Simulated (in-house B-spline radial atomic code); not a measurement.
## RPA and G0W0 on BHandHLYP: neutral hydrogen

Configuration 1s1, highest spin, mean-field start BHandHLYP. Computed with an all-electron radial atomic-structure program (B-spline basis): all electrons, non-relativistic, point nucleus, each spin shell either full or empty, empty states to l = 9 with an (l + 1/2)⁻⁴ tail; G0W0 by contour deformation at full frequency.

With one electron the exact correlation energy is zero, so what RPA and GW give is self-correlation.

Command:
```bash
python run_gw.py task.json out
```
Settings (radii: box in bohr, nucleus in fm):
```
Z                        1
electrons                1
configuration            1s1
hamiltonian              nr
method                   bhandhlyp
lmax                     9
spin_polarised           True
box_radius               40
intervals                41
ion_configuration        bare nucleus
```

Run time, properties included: 0.4 s on 1 thread of Arm Neoverse N1, on a shared host.

Energies (hartree):

| term | value |
| --- | --- |
| mean-field total | -0.49878 |
| Hartree-Fock functional on these orbitals | -0.49984 |
| direct second order | -0.018961 |
| second-order exchange | 0.018961 |
| SOSEX correction | 0.017339 |

**Question.** What is the RPA correlation energy, and what remains with SOSEX?

**Answer.** RPA gives -0.017339 hartree (-0.472 eV per electron); RPA + SOSEX gives 0, and the second-order doubles 0 hartree (no singles). SOSEX takes back 100 % of the RPA value.

Quasi-particle levels (eV):

| level | occupied | mean field | Σx - vxc | Σc | QP weight | G0W0 |
| --- | --- | --- | --- | --- | --- | --- |
| 1s up | yes | -10.473 | -3.13 | ? | ? | ? |

G0W0 = mean field + (Σx - vxc) + Σc, with Σc (partial-wave tail included) taken at the quasi-particle energy.

**Question.** Where does G0W0 put 1s up?

**Answer.** At -13.371 eV, with Σc = 0.23 eV and a quasi-particle weight of 0.924. The tabulated removal energy is 13.598 eV (NIST, tabulated theory).

**Question.** What does it cost to remove one electron (to the bare nucleus) by differences of total energies, each species on its own start (correlation terms add to the Hartree-Fock functional)?

**Answer.** BHandHLYP 13.573 eV, Hartree-Fock functional 13.601 eV, + RPA 14.073 eV, + RPA + SOSEX 13.601 eV, + second order 13.601 eV. Tabulated: 13.598 eV (NIST, tabulated theory).
